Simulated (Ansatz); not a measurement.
Ansatz (an electronic-structure program) input (B3LYP-D3(BJ)/def2-TZVP):

Ansatz 0.2 input:
```yaml
crystal:
  periodic: [false, false, false]
  atoms:
    - {symbol: Si, position_ang: [0.00007284, 0.01475595, 0.02161755]}
    - {symbol: Cl, position_ang: [-1.67400862, -0.96408359, 0.04466814]}
    - {symbol: Cl, position_ang: [-0.01056545, 1.95415594, 0.01330891]}
    - {symbol: Cl, position_ang: [1.68485780, -0.94571478, 0.00698264]}
basis:
  gaussian:
    orbitals: def2-TZVP
hamiltonian:
  xc: b3lyp
  dispersion: d3bj
total_charge: 1
relax: {f_tol: 0.002, max_steps: 150}
```

Output:

```
Functional definition: B3LYP
integrals: 0.08 GiB planned
1050 factors; their error is unknown
mean field: 0.70 GiB planned
mean field evaluation 1: about -45441.4295 eV, gradient 3.2e1 eV
mean field evaluation 2: about -45442.1035 eV, gradient 2.8e1 eV
mean field evaluation 4: about -45443.4639 eV, gradient 1.5e0 eV
mean field evaluation 8: about -45443.4681 eV, gradient 9.2e-3 eV
mean field evaluation 16: about -45443.5817 eV, gradient 3.1e-5 eV
mean field -45443.58168961 eV, -1670.0208243272 hartree, gradient 3.1e-5 eV, S^2 0.000000; 0 other end points of the search recorded, 0 dependent functions left out
the calculation of the forces begins
reference -45443.58192884 eV, -1670.0208331188 hartree; 32, 32 occupied and 116, 116 virtual orbitals, 1050 factors
relax step   1: F+E_penalty+E_count = -45443.90089018 eV  Δ(F+E_penalty+E_count) = +0.000e0 eV  max|allowed force component| = 4.681e-1 eV/Å  Δτ_max = 0.0000 Å  (25 SCF iters, accepted)
these checks for a lower state are left out or cut short: starts, cluster_reference, orbital_swaps, neighbouring_geometries, increment
integrals: 0.08 GiB planned
1050 factors; their error is unknown
mean field: 0.69 GiB planned
mean field -45443.59589875 eV, -1670.0213465034 hartree, gradient 4.8e-5 eV, S^2 0.000000; 0 other end points of the search recorded, 0 dependent functions left out
the calculation of the forces begins
reference -45443.59613918 eV, -1670.0213553390 hartree; 32, 32 occupied and 116, 116 virtual orbitals, 1050 factors
relax step   2: F+E_penalty+E_count = -45443.91246960 eV  Δ(F+E_penalty+E_count) = -1.158e-2 eV  max|allowed force component| = 3.344e-2 eV/Å  Δτ_max = 0.0181 Å  (25 SCF iters, accepted)
these checks for a lower state are left out or cut short: starts, cluster_reference, orbital_swaps, neighbouring_geometries, increment
integrals: 0.08 GiB planned
1050 factors; their error is unknown
mean field: 0.69 GiB planned
mean field -45443.59577902 eV, -1670.0213421035 hartree, gradient 4.2e-5 eV, S^2 0.000000; 0 other end points of the search recorded, 0 dependent functions left out
the calculation of the forces begins
reference -45443.59601937 eV, -1670.0213509361 hartree; 32, 32 occupied and 116, 116 virtual orbitals, 1050 factors
relax step   3: F+E_penalty+E_count = -45443.91253235 eV  Δ(F+E_penalty+E_count) = -6.275e-5 eV  max|allowed force component| = 1.990e-4 eV/Å  Δτ_max = 0.0012 Å  (19 SCF iters, accepted)
integrals: 0.08 GiB planned
1050 factors; their error is unknown
mean field: 0.69 GiB planned
mean field evaluation 32: about -45443.4841 eV, gradient 9.6e-2 eV
mean field -45443.59577902 eV, -1670.0213421035 hartree, gradient 4.2e-5 eV, S^2 0.000000; 1 other end points of the search recorded, 0 dependent functions left out
the calculation of the forces begins
reference -45443.59601937 eV, -1670.0213509361 hartree; 32, 32 occupied and 116, 116 virtual orbitals, 1050 factors
Total energy: -45443.91277270 eV, -1670.0329914064 hartree
Atom 0 at     0.000088     0.014768     0.021640 Å, force     0.000004     0.000011     0.000024 eV/Å
Atom 1 at    -1.688511    -0.972530     0.044860 Å, force     0.000170     0.000099    -0.000010 eV/Å
Atom 2 at    -0.010682     1.970910     0.013229 Å, force    -0.000005    -0.000199    -0.000007 eV/Å
Atom 3 at     1.699460    -0.954035     0.006848 Å, force    -0.000169     0.000089    -0.000007 eV/Å
Dipole moment:    -0.000001    -0.000016    -0.000003 e Å
```
